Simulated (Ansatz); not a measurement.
Ansatz (a first-principles code) input for CH11N3Si2, SMILES C[Si@H](N)[SiH](N)N, B3LYP-D3(BJ)/def2-SVP. 

Ansatz 0.2 input:
```yaml
crystal:
  periodic: [false, false, false]
  atoms:
    - {symbol: C, position_ang: [-1.86130000, 0.98540000, -1.05200000]}
    - {symbol: Si, position_ang: [-1.05930000, -0.43320000, -0.21180000]}
    - {symbol: N, position_ang: [-1.35210000, -0.39710000, 1.45490000]}
    - {symbol: Si, position_ang: [1.30730000, -0.26880000, -0.55180000]}
    - {symbol: N, position_ang: [2.02380000, 0.75800000, 0.60150000]}
    - {symbol: N, position_ang: [2.18820000, -1.65460000, -0.11760000]}
    - {symbol: H, position_ang: [-1.66920000, 0.97830000, -2.10520000]}
    - {symbol: H, position_ang: [-2.98410000, 0.93660000, -0.92430000]}
    - {symbol: H, position_ang: [-1.50260000, 1.91630000, -0.63890000]}
    - {symbol: H, position_ang: [-1.56260000, -1.77890000, -0.75110000]}
    - {symbol: H, position_ang: [-1.38630000, 0.49240000, 1.79320000]}
    - {symbol: H, position_ang: [-2.33200000, -0.79870000, 1.61680000]}
    - {symbol: H, position_ang: [1.68500000, 0.19990000, -1.89270000]}
    - {symbol: H, position_ang: [1.79600000, 1.72320000, 0.37540000]}
    - {symbol: H, position_ang: [1.58700000, 0.61340000, 1.47760000]}
    - {symbol: H, position_ang: [1.92510000, -1.87580000, 0.81820000]}
    - {symbol: H, position_ang: [3.17990000, -1.31380000, 0.02810000]}
basis:
  gaussian:
    orbitals: def2-SVP
hamiltonian:
  xc: b3lyp
  dispersion: d3bj
relax: {f_tol: 0.002, max_steps: 200}
```

It prints:

```
WARN ansatz: RAYON_NUM_THREADS=2 ignored (pool sized by the plan → 2); use --threads N
Functional definition: B3LYP
integrals: 0.14 GiB planned
1588 factors; integrals over basis functions are off by at most 4.5e-4 eV
mean field: 0.93 GiB planned
mean field evaluation 1: about -21414.1553 eV, gradient 1.0e2 eV
mean field evaluation 2: about -21387.9336 eV, gradient 1.4e2 eV
mean field evaluation 4: about -21434.4832 eV, gradient 7.9e0 eV
mean field evaluation 8: about -21434.6482 eV, gradient 1.6e-1 eV
mean field evaluation 16: about -21434.6483 eV, gradient 3.2e-5 eV
mean field -21434.64825677 eV, -787.7087945098 hartree, gradient 3.2e-5 eV, S^2 0.000000; 0 other end points of the search recorded, 0 dependent functions left out
the calculation of the forces begins
reference -21434.64856425 eV, -787.7088058096 hartree; 33, 33 occupied and 114, 114 virtual orbitals, 1588 factors
relax step   1: F+E_penalty+E_count = -21435.40634589 eV  Δ(F+E_penalty+E_count) = +0.000e0 eV  max|allowed force component| = 4.028e0 eV/Å  Δτ_max = 0.0000 Å  (26 SCF iters, accepted)
these checks for a lower state are left out or cut short: starts, cluster_reference, orbital_swaps, neighbouring_geometries, increment
integrals: 0.14 GiB planned
1588 factors; integrals over basis functions are off by at most 5.6e-4 eV
mean field: 0.93 GiB planned
mean field -21435.55115258 eV, -787.7419753190 hartree, gradient 2.2e-5 eV, S^2 0.000000; 0 other end points of the search recorded, 0 dependent functions left out
the calculation of the forces begins
reference -21435.55146826 eV, -787.7419869200 hartree; 33, 33 occupied and 114, 114 virtual orbitals, 1588 factors
relax step   2: F+E_penalty+E_count = -21436.29710877 eV  Δ(F+E_penalty+E_count) = -8.908e-1 eV  max|allowed force component| = 1.056e0 eV/Å  Δτ_max = 0.1923 Å  (27 SCF iters, accepted)
these checks for a lower state are left out or cut short: starts, cluster_reference, orbital_swaps, neighbouring_geometries, increment
integrals: 0.14 GiB planned
1588 factors; integrals over basis functions are off by at most 5.3e-4 eV
mean field: 0.92 GiB planned
mean field -21435.76309621 eV, -787.7497641038 hartree, gradient 2.0e-5 eV, S^2 0.000000; 0 other end points of the search recorded, 0 dependent functions left out
the calculation of the forces begins
reference -21435.76341625 eV, -787.7497758650 hartree; 33, 33 occupied and 114, 114 virtual orbitals, 1588 factors
relax step   3: F+E_penalty+E_count = -21436.50072234 eV  Δ(F+E_penalty+E_count) = -2.036e-1 eV  max|allowed force component| = 2.765e-1 eV/Å  Δτ_max = 0.2000 Å  (27 SCF iters, accepted)
these checks for a lower state are left out or cut short: starts, cluster_reference, orbital_swaps, neighbouring_geometries, increment
integrals: 0.14 GiB planned
1588 factors; integrals over basis functions are off by at most 5.3e-4 eV
mean field: 0.92 GiB planned
mean field evaluation 32: about -21435.8038 eV, gradient 3.3e-1 eV
mean field -21435.81805619 eV, -787.7517838456 hartree, gradient 9.0e-6 eV, S^2 0.000000; 0 other end points of the search recorded, 0 dependent functions left out
the calculation of the forces begins
reference -21435.81837934 eV, -787.7517957212 hartree; 33, 33 occupied and 114, 114 virtual orbitals, 1588 factors
relax step   4: F+E_penalty+E_count = -21436.55505576 eV  Δ(F+E_penalty+E_count) = -5.433e-2 eV  max|allowed force component| = 3.187e-1 eV/Å  Δτ_max = 0.2000 Å  (28 SCF iters, accepted)
these checks for a lower state are left out or cut short: starts, cluster_reference, orbital_swaps, neighbouring_geometries, increment
integrals: 0.14 GiB planned
1588 factors; integrals over basis functions are off by at most 5.3e-4 eV
mean field: 0.93 GiB planned
mean field -21435.83396437 eV, -787.7523684606 hartree, gradient 2.6e-5 eV, S^2 0.000000; 0 other end points of the search recorded, 0 dependent functions left out
the calculation of the forces begins
reference -21435.83428584 eV, -787.7523802743 hartree; 33, 33 occupied and 114, 114 virtual orbitals, 1588 factors
relax step   5: F+E_penalty+E_count = -21436.57457906 eV  Δ(F+E_penalty+E_count) = -1.952e-2 eV  max|allowed force component| = 2.385e-1 eV/Å  Δτ_max = 0.1999 Å  (26 SCF iters, accepted)
these checks for a lower state are left out or cut short: starts, cluster_reference, orbital_swaps, neighbouring_geometries, increment
integrals: 0.14 GiB planned
1588 factors; integrals over basis functions are off by at most 5.6e-4 eV
[...]
these checks for a lower state are left out or cut short: starts, cluster_reference, orbital_swaps, neighbouring_geometries, increment
integrals: 0.14 GiB planned
1588 factors; integrals over basis functions are off by at most 5.7e-4 eV
mean field: 0.93 GiB planned
mean field -21435.91131331 eV, -787.7552109814 hartree, gradient 5.5e-5 eV, S^2 0.000000; 0 other end points of the search recorded, 0 dependent functions left out
the calculation of the forces begins
reference -21435.91163496 eV, -787.7552228019 hartree; 33, 33 occupied and 114, 114 virtual orbitals, 1588 factors
relax step  30: F+E_penalty+E_count = -21436.65806871 eV  Δ(F+E_penalty+E_count) = -5.608e-4 eV  max|allowed force component| = 2.660e-2 eV/Å  Δτ_max = 0.0247 Å  (24 SCF iters, accepted)
these checks for a lower state are left out or cut short: starts, cluster_reference, orbital_swaps, neighbouring_geometries, increment
integrals: 0.14 GiB planned
1588 factors; integrals over basis functions are off by at most 5.7e-4 eV
mean field: 0.93 GiB planned
mean field evaluation 192: about -21435.9118 eV, gradient 5.4e-5 eV
mean field -21435.91180414 eV, -787.7552290194 hartree, gradient 5.4e-5 eV, S^2 0.000000; 0 other end points of the search recorded, 0 dependent functions left out
the calculation of the forces begins
reference -21435.91212579 eV, -787.7552408398 hartree; 33, 33 occupied and 114, 114 virtual orbitals, 1588 factors
relax step  31: F+E_penalty+E_count = -21436.65821835 eV  Δ(F+E_penalty+E_count) = -1.496e-4 eV  max|allowed force component| = 2.944e-2 eV/Å  Δτ_max = 0.0166 Å  (25 SCF iters, accepted)
these checks for a lower state are left out or cut short: starts, cluster_reference, orbital_swaps, neighbouring_geometries, increment
integrals: 0.14 GiB planned
1588 factors; integrals over basis functions are off by at most 5.7e-4 eV
mean field: 0.93 GiB planned
mean field -21435.91189843 eV, -787.7552324843 hartree, gradient 1.3e-5 eV, S^2 0.000000; 0 other end points of the search recorded, 0 dependent functions left out
the calculation of the forces begins
reference -21435.91222007 eV, -787.7552443043 hartree; 33, 33 occupied and 114, 114 virtual orbitals, 1588 factors
relax step  32: F+E_penalty+E_count = -21436.65827714 eV  Δ(F+E_penalty+E_count) = -5.879e-5 eV  max|allowed force component| = 1.815e-2 eV/Å  Δτ_max = 0.0059 Å  (22 SCF iters, accepted)
these checks for a lower state are left out or cut short: starts, cluster_reference, orbital_swaps, neighbouring_geometries, increment
integrals: 0.14 GiB planned
1588 factors; integrals over basis functions are off by at most 5.7e-4 eV
mean field: 0.93 GiB planned
mean field -21435.91186235 eV, -787.7552311585 hartree, gradient 5.6e-5 eV, S^2 0.000000; 0 other end points of the search recorded, 0 dependent functions left out
the calculation of the forces begins
reference -21435.91218398 eV, -787.7552429782 hartree; 33, 33 occupied and 114, 114 virtual orbitals, 1588 factors
relax step  33: F+E_penalty+E_count = -21436.65829764 eV  Δ(F+E_penalty+E_count) = -2.050e-5 eV  max|allowed force component| = 4.180e-3 eV/Å  Δτ_max = 0.0025 Å  (19 SCF iters, accepted)
these checks for a lower state are left out or cut short: starts, cluster_reference, orbital_swaps, neighbouring_geometries, increment
integrals: 0.14 GiB planned
1588 factors; integrals over basis functions are off by at most 5.7e-4 eV
mean field: 0.93 GiB planned
mean field -21435.91192094 eV, -787.7552333117 hartree, gradient 3.1e-5 eV, S^2 0.000000; 0 other end points of the search recorded, 0 dependent functions left out
the calculation of the forces begins
reference -21435.91224260 eV, -787.7552451323 hartree; 33, 33 occupied and 114, 114 virtual orbitals, 1588 factors
relax step  34: F+E_penalty+E_count = -21436.65830239 eV  Δ(F+E_penalty+E_count) = -4.750e-6 eV  max|allowed force component| = 3.801e-3 eV/Å  Δτ_max = 0.0020 Å  (19 SCF iters, accepted)
these checks for a lower state are left out or cut short: starts, cluster_reference, orbital_swaps, neighbouring_geometries, increment
integrals: 0.14 GiB planned
1588 factors; integrals over basis functions are off by at most 5.8e-4 eV
mean field: 0.93 GiB planned
mean field -21435.91192257 eV, -787.7552333714 hartree, gradient 2.5e-5 eV, S^2 0.000000; 0 other end points of the search recorded, 0 dependent functions left out
the calculation of the forces begins
reference -21435.91224423 eV, -787.7552451922 hartree; 33, 33 occupied and 114, 114 virtual orbitals, 1588 factors
relax step  35: F+E_penalty+E_count = -21436.65830403 eV  Δ(F+E_penalty+E_count) = -1.644e-6 eV  max|allowed force component| = 2.736e-3 eV/Å  Δτ_max = 0.0015 Å  (18 SCF iters, accepted)
these checks for a lower state are left out or cut short: starts, cluster_reference, orbital_swaps, neighbouring_geometries, increment
integrals: 0.14 GiB planned
1588 factors; integrals over basis functions are off by at most 5.8e-4 eV
mean field: 0.93 GiB planned
mean field -21435.91192740 eV, -787.7552335489 hartree, gradient 2.4e-5 eV, S^2 0.000000; 0 other end points of the search recorded, 0 dependent functions left out
the calculation of the forces begins
reference -21435.91224906 eV, -787.7552453698 hartree; 33, 33 occupied and 114, 114 virtual orbitals, 1588 factors
relax step  36: F+E_penalty+E_count = -21436.65830492 eV  Δ(F+E_penalty+E_count) = -8.821e-7 eV  max|allowed force component| = 1.536e-3 eV/Å  Δτ_max = 0.0013 Å  (18 SCF iters, accepted)
integrals: 0.14 GiB planned
1588 factors; integrals over basis functions are off by at most 5.8e-4 eV
mean field: 0.93 GiB planned
mean field evaluation 224: about -21435.9119 eV, gradient 1.4e-1 eV
mean field -21435.91192740 eV, -787.7552335489 hartree, gradient 2.4e-5 eV, S^2 0.000000; 1 other end points of the search recorded, 0 dependent functions left out
the calculation of the forces begins
reference -21435.91224906 eV, -787.7552453698 hartree; 33, 33 occupied and 114, 114 virtual orbitals, 1588 factors
Total energy: -21436.65862658 eV, -787.7826742377 hartree
Atom 0 at    -1.821316     1.218534    -0.660819 Å, force    -0.000109     0.000318    -0.000003 eV/Å
Atom 1 at    -1.008294    -0.484300    -0.465246 Å, force    -0.000327    -0.000385    -0.000616 eV/Å
Atom 2 at    -1.346886    -1.323952     1.037111 Å, force     0.000725    -0.000228     0.001088 eV/Å
Atom 3 at     1.337888    -0.222536    -0.445325 Å, force     0.000095    -0.000057    -0.000076 eV/Å
Atom 4 at     1.927977     1.382595    -0.127523 Å, force    -0.000439     0.000480     0.000106 eV/Å
Atom 5 at     1.786216    -1.230698     0.897238 Å, force     0.001536    -0.000367     0.000308 eV/Å
Atom 6 at    -1.601959     1.631852    -1.660396 Å, force     0.000052    -0.000153     0.000212 eV/Å
Atom 7 at    -2.917172     1.172300    -0.547701 Å, force     0.000138     0.000001    -0.000046 eV/Å
Atom 8 at    -1.426970     1.927654     0.085609 Å, force    -0.000097     0.000011    -0.000044 eV/Å
Atom 9 at    -1.529328    -1.350243    -1.570762 Å, force     0.000190     0.000294     0.000237 eV/Å
Atom 10 at    -0.846268    -1.005560     1.863018 Å, force    -0.000387    -0.000072    -0.000504 eV/Å
Atom 11 at    -2.299750    -1.583916     1.279044 Å, force    -0.000225     0.000108    -0.000169 eV/Å
Atom 12 at     1.955201    -0.534950    -1.778481 Å, force     0.000001     0.000055     0.000441 eV/Å
Atom 13 at     2.199629     1.987604    -0.895200 Å, force    -0.000174    -0.000257     0.000587 eV/Å
Atom 14 at     1.590471     1.918141     0.666135 Å, force     0.000469    -0.000296    -0.000876 eV/Å
Atom 15 at     1.224355    -2.056926     1.083663 Å, force    -0.000304     0.000421    -0.000389 eV/Å
Atom 16 at     2.759007    -1.362998     1.159934 Å, force    -0.001146     0.000127    -0.000257 eV/Å
Dipole moment:    -0.052909     0.177376     0.284239 e Å
```

The calculation finished and met its thresholds.
